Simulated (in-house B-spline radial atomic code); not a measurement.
## wB97X excitations of Ga3+

Method: wB97X. Computed with a B-spline radial code for spherical atoms: linear response of the closed shell [Ar] 3d10 with the functional's adiabatic kernel; scalar-relativistic (spin-free one-electron X2C), finite nucleus, no spin-orbit coupling, no double excitations, S, P, D and F terms only. Only terms of natural parity with L up to 3 were computed.

Command:
```bash
python run_td.py task.json out
```
Settings (radii: box in bohr, nucleus in fm):
```
Z                        31
electrons                28
configuration            [Ar] 3d10
hamiltonian              x2c
method                   wb97x
box_radius               23.08
rms_radius               3.9973
intervals                72
```

Run time, properties included: 6.3 s on 1 thread of Arm Neoverse N1 (shared host).

The lowest states, in the order of their Tamm-Dancoff energies; the method's threshold (minus the highest occupied level) is 58.00 eV. Labels give the largest channel, * marks a mixed state, and oscillator strengths are full-response dipole values. Semilocal kernels can invert the small singlet-triplet splittings of Rydberg terms. Energies in eV:

| state | full response | Tamm-Dancoff | oscillator strength |
| --- | --- | --- | --- |
| 3d → 4s 3D | 17.185 | 17.210 | - |
| 3d → 4s 1D | 17.581 | 17.602 | - |
| 3d → 4p 3P | 26.483 | 26.514 | - |
| 3d → 4p 3F | 26.628 | 26.651 | - |
| 3d → 4p 1F | 26.691 | 26.716 | - |
| 3d → 4p 1P | 27.516 | 27.595 | 0.546 |
| 3d → 4d 3S | 37.86 | 37.90 | - |
| 3d → 5s 3D* | 38.43 | 38.43 | - |
| 3d → 4d 3D* | ? | ? | - |
| 3d → 5s 1D | 38.67 | 38.67 | - |
| 3d → 4d 1D | 38.82 | 38.83 | - |
| 3d → 4d 1S | ? | ? | - |
| 3d → 5p 3P | 41.39 | 41.40 | - |
| 3d → 5p 3F | 41.50 | 41.51 | - |
| 3d → 5p 1F | 41.64 | 41.65 | - |
| 3d → 5p 1P | 41.85 | 41.87 | 0.0768 |

Task: Where does 3d → 4d 1S lie?

Result: At 40.68 eV in full response, 40.95 eV in Tamm-Dancoff.

Task: Where does 3d → 4d 3D lie?

Result: At 38.52 eV in full response, 38.53 eV in Tamm-Dancoff.

Task: How large is the singlet-triplet splitting of 3d → 4s (D terms) in Tamm-Dancoff?

Result: 0.392 eV, from the unrounded values.

Task: What polarisabilities and dispersion coefficient does the method give?

Result: Dipole 1.444 bohr³, quadrupole 2.972 bohr⁵, C6 3.236 hartree·bohr⁶ for two such species.
